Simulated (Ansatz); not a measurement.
Ansatz (a first-principles code) job for C3H5FSi, SMILES FC=C=C[SiH3], PBE/def2-SVPD. Geometry: PBE0-D3(BJ)/def2-SVP. The structure was generated by enumeration, and PubChem lists no compound with its InChIKey, so it may never have been made.

Ansatz 0.2 input:
```yaml
crystal:
  periodic: [false, false, false]
  atoms:
    - {symbol: F, position_ang: [2.66017333, 0.13933904, -0.65155402]}
    - {symbol: C, position_ang: [1.62317466, 0.89890300, -0.28862218]}
    - {symbol: C, position_ang: [0.57373534, 0.42892478, 0.34120779]}
    - {symbol: C, position_ang: [-0.51276592, -0.00949291, 0.92698194]}
    - {symbol: Si, position_ang: [-2.00182243, -0.62356696, -0.04299329]}
    - {symbol: H, position_ang: [1.73714050, 1.95309659, -0.55963685]}
    - {symbol: H, position_ang: [-0.54918806, -0.02421611, 2.02703341]}
    - {symbol: H, position_ang: [-3.20724391, 0.18309092, 0.31953500]}
    - {symbol: H, position_ang: [-2.27853895, -2.05096938, 0.30298368]}
    - {symbol: H, position_ang: [-1.72308017, -0.49512509, -1.50142830]}
basis:
  gaussian:
    orbitals: def2-SVPD
hamiltonian:
  xc: {name: PBE}
```

Output:

```
WARN ansatz: RAYON_NUM_THREADS=1 ignored (pool sized by the plan → 1); use --threads N
Functional definition: PBE
integrals: 0.07 GiB planned
1240 factors; their error is unknown
mean field: 0.50 GiB planned
mean field evaluation 1: about -13761.2642 eV, gradient 4.8e1 eV
mean field evaluation 2: about -13753.1885 eV, gradient 6.9e1 eV
mean field evaluation 4: about -13767.2466 eV, gradient 7.7e0 eV
mean field evaluation 8: about -13767.3979 eV, gradient 2.1e-1 eV
mean field evaluation 16: about -13767.3435 eV, gradient 9.9e-5 eV
mean field -13767.34345090 eV, -505.9405399802 hartree, gradient 1.8e-5 eV, S^2 0.000000; 0 other end points of the search recorded, 0 dependent functions left out
reference -13767.34350159 eV, -505.9405418430 hartree; 23, 23 occupied and 124, 124 virtual orbitals, 1240 factors
Total energy: -13767.34350159 eV, -505.9405418430 hartree
```

Self-consistency was reached.

Cost: around 6 core-seconds (rough).
